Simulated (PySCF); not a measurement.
**Electric field gradients and quadrupole coupling constants**

B(H2S)Cl3.
Structure used (PBE0-D3(BJ)/def2-SVP), in Å, numbered top down from 1:
```xyz
7
BCl3H2S angstrom
B      0.1225   -0.2216   -0.8407
S      0.1772   -0.2495    1.3224
H      0.5644    1.0285    1.5423
H     -1.1256    0.0223    1.5674
Cl     1.8805   -0.2183   -1.2277
Cl    -0.7660    1.2904   -1.2578
Cl    -0.7611   -1.7537   -1.1744
```

Field gradients from the PBE0/pcSseg-1 density (PySCF, non-relativistic), principal values in atomic units, ordered |Vxx| ≤ |Vyy| ≤ |Vzz|:

```json
{"atom": "B1", "Vxx": "-0.0864", "Vyy": "-0.0906", "Vzz": "0.1770"}
{"atom": "S2", "Vxx": "0.3270", "Vyy": "1.6429", "Vzz": "-1.9699"}
{"atom": "Cl5", "Vxx": "-1.0720", "Vyy": "-1.5083", "Vzz": "2.5802"}
{"atom": "Cl6", "Vxx": "-1.0914", "Vyy": "-1.4782", "Vzz": "2.5695"}
{"atom": "Cl7", "Vxx": "-1.0708", "Vyy": "-1.5073", "Vzz": "2.5781"}
```

Task: Find the asymmetry η = (Vxx − Vyy)/Vzz and the couplings χ = eQV/h (234.96 MHz × Q in barn × V in au), with Q(11B) = 0.04059 b, Q(33S) = −0.0678 b, Q(35Cl) = −0.0817 b.

Result: 
| atom | environment | nucleus | η | χzz (MHz) | χxx (MHz) | χyy (MHz) |
| --- | --- | --- | --- | --- | --- | --- |
| B1 | boron bonded to 3 Cl and S | 11B | 0.02 | 1.688 | -0.824 | -0.864 |
| S2 | sulfur bonded to B and 2 H | 33S | 0.67 | 31.38 | -5.21 | -26.17 |
| Cl5 | chlorine bonded to B | 35Cl | 0.17 | -49.53 | 20.58 | 28.95 |
| Cl6 | chlorine bonded to B | 35Cl | 0.15 | -49.33 | 20.95 | 28.38 |
| Cl7 | chlorine bonded to B | 35Cl | 0.17 | -49.49 | 20.56 | 28.93 |

The gradient is axial or nearly so (η below 0.05) at B1. 

Task: What is Vzz at S2 in SI units (1 au = 9.71736 × 10²¹ V/m²)?

Result: -1.9699 au = -19.142 × 10²¹ V/m².

Task: What couplings would deuterons (Q(2H) = 0.00286 b) have in place of the hydrogens, at this geometry?

Result: 
```
atom  bonded to  bond length (Å)  Vzz (au)     η  χzz (kHz)
  H3         S2            1.353    0.2068  0.11        139
  H4         S2            1.353    0.2069  0.11        139
```

Geometry: PBE0-D3(BJ)/def2-SVP; no solvent, vibrations or thermal averaging. The basis is small and wasn't made for field gradients, so the couplings can be 20 % off.
